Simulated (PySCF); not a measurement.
**Relaxation of quintet CrH₂**

These are results of PySCF, UB3LYP, basis Cr def2-TZVP, H def2-TZVP (no relativity, density fitting), not measurements. A (50,194) grid was used.

A hand-made linear start, of D∞h symmetry, held to at least that symmetry:

```xyz
3
charge 0 multiplicity 5, angstrom
Cr    0.0000    0.0000    0.0000
H     0.0000    0.0000    1.5400
H     0.0000    0.0000   -1.5400
```

Task: What does it relax to?

Result: It ends at D∞h with Cr–H 1.725 Å (×2); H–Cr–H 180.0°. A frequency run shows a minimum. Other isomers or separated fragments may lie lower.

Task: How much energy is released, and in how many steps?

Result: 44.3 kJ/mol in 4 steps.

Other spin states or occupations of the open shell can lie lower.
